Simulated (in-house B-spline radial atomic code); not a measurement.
Binding energies in the tantalum ion Ta⁺

NIST's tabulated ground configuration is [Xe] 4f14 5d3 6s1; each binding energy is the energy of the ion with one electron taken from that subshell, relaxed, less that of the parent. Level of theory: Dirac-Hartree-Fock, average of configuration, Fermi nucleus of rms radius 5.3507 fm; calculated with a radial B-spline atomic code at the basis-set limit. Energies include first-order Breit, QED and recoil terms.

```csv
subshell,X-ray name,binding energy (eV),-ε (eV),relaxation (eV)
2p1/2,L2,11151.1,11249.3,58.0
2p3/2,L3,9895.3,9976.4,55.1
3p1/2,M2,2486.5,2525.9,31.9
3p3/2,M3,2212.6,2247.5,30.3
4p1/2,N2,486,500.6,13.1
4p3/2,N3,423,435.8,12.0
5p1/2,O2,59.11,62.03,2.75
5p3/2,O3,50.37,52.79,2.36
4f5/2,N6,39.25,48.65,9.55
4f7/2,N7,37.37,46.48,9.33
5d,"O4,5",13.96,14.89,0.94
6s,P1,13.49,13.70,0.18
```

Relaxation = -ε minus the binding energy without Breit, QED and recoil terms.

(1) What does it cost to remove both a 3p1/2 and a 4p3/2 electron?

(2) What does it cost to remove both a 4f7/2 and a 5d electron?

(3) What does it cost to remove both a 3p1/2 and a 5p3/2 electron?

## Answers

(1) 2938.4 eV, which is 28.87 eV more than the two single binding energies together.

(2) 63.803 eV, which is 12.47 eV more than the two single binding energies together.

(3) 2552.6 eV, which is 15.7 eV more than the two single binding energies together.
